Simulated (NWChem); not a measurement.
Species: C2H3AlClNO; SMILES [Cl][Al]([N]=C=O)[CH3]

```xyz
9

Al     0.4062     0.5674    -0.0008
Cl    -1.2704     1.8335     0.0002
C      2.2161     1.2412     0.0002
H      2.7762     0.8513    -0.8656
H      2.7527     0.9054     0.9031
H      2.2527     2.3401    -0.0315
N      0.0623    -1.1733    -0.0003
C     -0.2198    -2.3414     0.0000
O     -0.4851    -3.4784     0.0002
```
Atoms are numbered in this order, from 1.

Computed with NWChem. Pople sets run with spherical d functions. Coordinates come from a PBE0/def2-SVP optimisation. Level B3LYP/6-31G*: energy and gradient on several grids; changes count from the extra-fine grid, which is no exact limit either.

Which is the coarsest grid (xfine; xcoarse; medium; fine; coarse) from which on the energy stays within 100 μHa and each gradient component within 200 μHa/bohr of xfine?

coarse.
```json
[
 {"grid": "xcoarse", "size of the energy change (μHa)": "70", "largest change of a gradient component (μHa/bohr)": "2000"},
 {"grid": "coarse", "size of the energy change (μHa)": "40", "largest change of a gradient component (μHa/bohr)": "90"},
 {"grid": "medium", "size of the energy change (μHa)": "< 10", "largest change of a gradient component (μHa/bohr)": "< 30"},
 {"grid": "fine", "size of the energy change (μHa)": "< 10", "largest change of a gradient component (μHa/bohr)": "< 30"},
 {"grid": "xfine", "size of the energy change (μHa)": "< 10", "largest change of a gradient component (μHa/bohr)": "< 30"}
]
```
